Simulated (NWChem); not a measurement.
Species: CH₄BClO; SMILES CB(O)Cl

```xyz
8

B      0.0860    -0.4361    -0.0012
Cl    -0.0851     1.3460    -0.0001
C     -1.1810    -1.3480    -0.0003
H     -1.7908    -1.1523     0.8968
H     -0.9194    -2.4151    -0.0254
H     -1.8247    -1.1161    -0.8638
O      1.3274    -0.9557     0.0000
H      2.0192    -0.2840     0.0017
```
Atoms are numbered in this order, from 1.

Program: NWChem. Coordinates come from a PBE0/def2-SVP optimisation. Ions are spin-unrestricted doublets at the neutral geometry; other ion states weren't tried.

For level PBE/def2-SVP:

```
Property                               Value
-------------------------------------  -----
vertical ionisation energy, ΔSCF (eV)  10.93
−ε(HOMO) (eV)                           7.20
```

What are these values for level CAM-B3LYP/def2-SVP?


- vertical ionisation energy, ΔSCF (eV): 11.44
- −ε(HOMO) (eV): 10.05
